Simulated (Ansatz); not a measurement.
The cluster MnCl₂, relaxed as a doublet with UKS B3LYP-D4/def2-TZVP in Ansatz, starting from the GFN1-xTB geometry. Force threshold 0.02 eV/Å.

The charge 0 doublet is spin-contaminated (final ⟨S²⟩ up to 2.68, 0.75 for a pure state). The relaxation made no stability test and no search for a lower SCF solution. At B3LYP-D4/def2-TZVP a sextet of charge 0 lies 2.50 eV below the doublet, each at its own geometry. The structure comes from a short search, and lower isomers may exist.

Start:

```xyz
3

Mn    0.0000    0.0000    0.0000
Cl    0.7109    1.5559   -1.0303
Cl   -0.7109   -1.5558    1.0303
```

```csv
step,energy (eV),largest force component (eV/Å),SCF passes
1,-56369.0885,2.817,137
2,-56369.5765,0.032,40
3,-56369.5766,0.009,21
```

Force components are those of the run's own axes.

End:

| atom | x (Å) | y (Å) | z (Å) |
| --- | --- | --- | --- |
| Mn1 | 0.000 | 0.000 | 0.000 |
| Cl2 | 0.769 | 1.682 | -1.114 |
| Cl3 | -0.769 | -1.682 | 1.114 |

By distances, no bond broke or formed. The bond that changes most is Mn1–Cl3, from 2.00 to 2.16 Å (atoms count from 1).

No frequencies were taken in this run, so the end may be a saddle point.

Run time 9 s (4 threads of Arm Neoverse V1 on a shared host).
